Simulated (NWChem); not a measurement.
Molecule: CH$_{3}$F$_{3}$OSi; SMILES O[Si](F)(F)CF

```xyz
9

O     -1.6079    -0.3485    -0.1349
Si     0.0183    -0.4744    -0.0191
F      0.4012    -1.4880     1.1561
F      0.6581    -1.0869    -1.3524
C      0.7217     1.2458     0.3156
F     -0.1973     2.1519    -0.2590
H     -1.8921     0.5652    -0.2959
H      1.7049     1.4169    -0.1366
H      0.7941     1.4671     1.3874
```
Atoms are numbered in this order, from 1.

Structure relaxed at the B3LYP/6-31G* (spherical d) level.

Task: Give the principal values of the shielding tensors (ppm) of O1, Si2, F3, F4, C5 from B3LYP/6-31G* (spherical d), GIAO (NWChem), with their diamagnetic and paramagnetic parts as GIAO splits them.

Result: 
```json
[
 {"atom": "O1", "σ11": "231.9", "σ22": "292.3", "σ33": "320.2", "isotropic": "281.5", "diamagnetic": "391.1", "paramagnetic": "-109.6"},
 {"atom": "Si2", "σ11": "438.3", "σ22": "459.8", "σ33": "474.8", "isotropic": "457.7", "diamagnetic": "880.3", "paramagnetic": "-422.6"},
 {"atom": "F3", "σ11": "280.6", "σ22": "313.4", "σ33": "404.4", "isotropic": "332.8", "diamagnetic": "470.1", "paramagnetic": "-137.3"},
 {"atom": "F4", "σ11": "275.5", "σ22": "292.4", "σ33": "401.8", "isotropic": "323.2", "diamagnetic": "470.1", "paramagnetic": "-146.9"},
 {"atom": "C5", "σ11": "81.7", "σ22": "93.1", "σ33": "181.3", "isotropic": "118.7", "diamagnetic": "249.5", "paramagnetic": "-130.8"}
]
```
